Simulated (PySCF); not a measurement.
Gas-phase reaction: H₂Te + 6 HF ⇌ TeF₆ + 4 H₂

Computed with PySCF and rigid-rotor harmonic-oscillator thermochemistry at 1 bar. † marks an energy on the PBE0/def2-TZVP geometry and frequencies. MP2 freezes the core. All species are closed-shell singlets. Te: scalar-relativistic def2 core potential, no spin-orbit coupling. MP2 isn't extrapolated to the basis-set limit; its ΔH°(298 K) is 271.7 kJ in def2-SVP and 216.8 kJ in def2-TZVPP. The harmonic model lacks anharmonicity and excited electronic states, which grow with temperature; levels with a mode under 35 cm⁻¹ are left out.

```json
[
 {"level": "MP2/def2-SVP†", "ΔE electronic, kJ": "311", "ΔH°(298 K), kJ": "272", "ΔS°(298 K), J/K": "-412", "ΔG°(1400 K), kJ": "806"},
 {"level": "MP2/def2-TZVPP†", "ΔE electronic, kJ": "256", "ΔH°(298 K), kJ": "217", "ΔS°(298 K), J/K": "-412", "ΔG°(1400 K), kJ": "751"},
 {"level": "PBE0/def2-SVP†", "ΔE electronic, kJ": "303", "ΔH°(298 K), kJ": "263", "ΔS°(298 K), J/K": "-412", "ΔG°(1400 K), kJ": "798"},
 {"level": "r2SCAN/def2-TZVP†", "ΔE electronic, kJ": "86", "ΔH°(298 K), kJ": "47", "ΔS°(298 K), J/K": "-412", "ΔG°(1400 K), kJ": "581"},
 {"level": "ωB97X-V/def2-TZVP†", "ΔE electronic, kJ": "132", "ΔH°(298 K), kJ": "92", "ΔS°(298 K), J/K": "-412", "ΔG°(1400 K), kJ": "626"}
]
```
ΔH° is lowest at r2SCAN/def2-TZVP† and highest at MP2/def2-SVP†. No reference value is set beside these.
